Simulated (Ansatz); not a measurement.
System: C₂H₇ClOSi₂, net charge 0, singlet state. 
Coordinates optimised at B3LYP-D3(BJ)/def2-TZVP (Ansatz, a quantum-chemistry and plane-wave program):
```xyz
13

C     -2.5977    -0.4263     0.6081
C     -1.4175    -0.3683     0.0058
Cl    -1.1975     0.6659    -1.4069
Si     0.1228    -1.3068     0.4982
O      1.3497    -0.2703     0.7757
Si     2.1784     1.0549     0.2696
H     -3.4614     0.1310     0.2670
H     -2.7193    -1.0553     1.4817
H     -0.1794    -2.0490     1.7397
H      0.4875    -2.2307    -0.5968
H      3.4197     1.1377     1.0690
H      2.5177     0.9299    -1.1656
H      1.3676     2.2730     0.4834
```

Dipole moments at this geometry, in debye (magnitudes).

```tsv
level	program	dipole (D)
PBE/def2-TZVPD	Ansatz	1.22
BLYP/def2-TZVPD	Ansatz	1.21
r2SCAN/def2-TZVPD	Ansatz	1.29
B97M-V/def2-TZVPD	Ansatz	1.37
B3LYP/def2-TZVPD	Ansatz	1.28
BHLYP/def2-TZVPD	Ansatz	1.38
r2SCANh/def2-TZVPD	Ansatz	1.32
r2SCAN0/def2-TZVPD	Ansatz	1.35
HSE06/def2-TZVPD	Ansatz	1.30
CAM-B3LYP/def2-TZVPD	Ansatz	1.32
LC-wPBE/def2-TZVPD	Ansatz	1.35
wB97M-V/def2-TZVPD	Ansatz	1.32
CCSD(T)/aug-cc-pV(D+d)Z	Ansatz	1.27
```
